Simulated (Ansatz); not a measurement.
Ligand exchange through a proton shuttle

Start structure (BH4OF3, singlet), relaxed at PBE0-D4/def2-TZVP:

```json
{"atom": "B1", "x (Å)": "-0.5022", "y (Å)": "-0.8243", "z (Å)": "0.0622"}
{"atom": "H2", "x (Å)": "-1.3051", "y (Å)": "0.0622", "z (Å)": "-0.2080"}
{"atom": "F3", "x (Å)": "-0.6527", "y (Å)": "-1.9683", "z (Å)": "-0.6351"}
{"atom": "F4", "x (Å)": "-0.2560", "y (Å)": "-0.9900", "z (Å)": "1.3925"}
{"atom": "H5", "x (Å)": "0.9576", "y (Å)": "0.7635", "z (Å)": "-0.2995"}
{"atom": "O6", "x (Å)": "0.9376", "y (Å)": "-0.1878", "z (Å)": "-0.5234"}
{"atom": "H7", "x (Å)": "-0.8016", "y (Å)": "1.5957", "z (Å)": "0.1570"}
{"atom": "F8", "x (Å)": "-0.0611", "y (Å)": "2.1712", "z (Å)": "0.1438"}
{"atom": "H9", "x (Å)": "1.6834", "y (Å)": "-0.6223", "z (Å)": "-0.0893"}
```

The step: BHF₂ ([F][BH][F]) + H₂O + HF → BHOF₂ ([OH][B]([F])[F]) + HF + H₂; bonds formed: H2–H7, H5–F8; dative contacts that become bonds: B1–O6; bonds broken: B1–H2, H5–O6, H7–F8. Computed with Ansatz 0.2.0 (basis: def2-TZVPP and def2-QZVPP); correlated methods freeze the cores. Extrapolation: Hartree–Fock as exp(−7.88 √X), correlation as X^−2.97. Energies below are by CCSD(T) at an estimated basis limit (MP2 extrapolated from triple and quadruple zeta, plus CCSD(T) − MP2 in triple zeta).

Question: What are the electronic barrier and the energy of the step, from the start structure to the end structure? (Judge from chemistry; the value comes from the calculation.)

Answer: By the calculation: Barrier 80.7 kJ/mol; step energy -77.6 kJ/mol (downhill); reverse barrier, their difference, 158.3 kJ/mol. Barrier and step energy count from the start structure, the reverse barrier from the end structure.

The saddle point: One imaginary mode of 1260i cm⁻¹.
| pair | start (Å) | saddle (Å) | end (Å) |
| --- | --- | --- | --- |
| B1–O6 | 1.68 | 1.50 | 1.36 |
| H2–H7 | 1.65 | 0.94 | 0.75 |
| H5–F8 | 1.79 | 1.16 | 0.93 |
| B1–H2 | 1.23 | 1.40 | 3.21 |
| H5–O6 | 0.98 | 1.18 | 1.76 |
| H7–F8 | 0.94 | 1.24 | 2.77 |

Zero-point energy (harmonic, PBE0-D4): ZPE is 149.9 kJ/mol at the start and 137.9 kJ/mol at the saddle, so the barrier goes from 80.7 to 68.7 kJ/mol.

T1 diagnostic: at most 0.012.

Labels in which every atom is bracketed show which atoms are joined, not bond orders.

For scale, one of the runs: CCSD(T)/def2-TZVPP, 211 basis functions (an equivalent command: `ansatz run in.yaml --threads 4`). The run took 110 s on 4 CPU threads (shared host), with 3.4 GiB of host memory at its peak.
